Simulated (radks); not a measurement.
All-electron atom: Tb7+ in [Kr] 4d10 4f7 5s2 5p3 (the NIST ground configuration).

Calculated with a radial shooting solver on a logarithmic mesh with Libxc functionals: Dirac Kohn-Sham, PBE, spin-unpolarised, spherical densities, finite nucleus; open shells are shared between the two j in proportion to 2j + 1; Fermi nuclear charge, rms radius 5.06 fm.

Energy parts (hartree):
total: -11704.7104
kinetic: 12800.3630
electron-nucleus: -28585.5237
Hartree: 4333.9102
exchange-correlation: -253.4600

Orbitals (lengths in bohr, moments of r in powers of bohr; r(max) is where P^2 peaks):
orbital  occ.  eigenvalue (hartree)   <1/r>   r(max)
1s1/2       2             -1907.445   73.09  0.01364
2s1/2       2             -319.3660   17.47  0.07767
2p1/2       2             -303.7123   17.45  0.05859
2p3/2       4             -276.2763   15.35  0.06451
3s1/2       2             -73.95052   6.377   0.2200
3p1/2       2             -67.13908   6.293   0.2073
3p3/2       4             -61.47498   5.760   0.2198
3d3/2       4             -49.73335   5.639   0.1744
3d5/2       6             -48.49777   5.507   0.1779
4s1/2       2             -17.79785   2.672   0.5046
4p1/2       2             -15.12300   2.567   0.5082
4p3/2       4             -13.85062   2.386   0.5345
4d3/2       4              -9.43565   2.174   0.5402
4d5/2       6              -9.20316   2.130   0.5487
5s1/2       2              -5.18413   1.100    1.135
5p1/2       1              -4.35718   1.011    1.210
5p3/2       2              -4.12698  0.9555    1.271
4f5/2       3              -3.91760   1.686   0.5385
4f7/2       4              -3.88228   1.670   0.5428

The highest occupied level is 4f7/2 at -105.64 eV. For comparison, the ionisation energy in NIST's Atomic Spectra Database is 125 eV (theoretical). In exact Kohn-Sham theory the highest level is minus the ionisation energy, but local and semilocal functionals leave it too shallow, through self-interaction and a potential that decays too fast; potentials with the right tail come closer. Summed over all electrons, <r^2> = 22.73 bohr^2, which gives a Langevin (diamagnetic) susceptibility term of -18 x 10^-6 cm^3/mol. The density falls to 0.001 e/bohr^3 at r = 2.72 bohr. The electron density at the nucleus is 6.868e+05 e/bohr^3.

Beside tabulated values, note that spin-unpolarised runs miss the spin-polarisation part of the exchange energy of open shells.
